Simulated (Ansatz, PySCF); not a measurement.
Species: PH4, charge 0, multiplicity 2. 
Coordinates optimised at B3LYP-D3(BJ)/def2-TZVP (Ansatz, a first-principles code):
```xyz
5

P      0.0325    -0.0567     0.0507
H      0.0039    -0.0096    -1.3558
H      1.3973     0.6153     0.1230
H     -0.6512     1.1379     0.3459
H     -1.2377    -0.8936     0.1261
```
Charge 0, spin multiplicity 2.

Dipole moments at this geometry, in debye (magnitudes).

| level | program | dipole (D) |
|---|---|---|
| HF/def2-TZVPD | PySCF | 0.38 |
| PBE/def2-TZVPD | Ansatz | 0.37 |
| TPSS/def2-TZVPD | PySCF | 0.38 |
| B97M-V/def2-TZVPD | Ansatz | 0.31 |
| B3LYP/def2-TZVPD | Ansatz | 0.34 |
| HSE06/def2-TZVPD | Ansatz | 0.39 |
| CAM-B3LYP/def2-TZVPD | Ansatz | 0.37 |
| wB97M-V/def2-TZVPD | Ansatz | 0.33 |
| wB97X-V/def2-TZVPD | Ansatz | 0.42 |
| CCSD(T)/aug-cc-pV(D+d)Z | Ansatz | 0.33 |
